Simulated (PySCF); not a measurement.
## Correlation energy of Ni (nickel, neutral)

[Ar] 3d9 4s1, high-spin 3D determinant (an excited configuration). All numbers are calculated (PySCF 2.14, scalar relativity by spin-free X2C-1e, in x2c-TZVPPall). Frozen: [Ar]; 10 electrons correlated.

```tsv
level	correlation energy (mhartree)
CCSD	-357.28
(T)	-15.66
CCSD(T)	-372.94
```

Diagnostics: T1 = 0.023, D1 = 0.0609, largest double amplitude 0.030.

**Question.** Is a single reference adequate?

**Answer.** Yes: T1 lies below 0.03 and no double amplitude reaches 0.07.
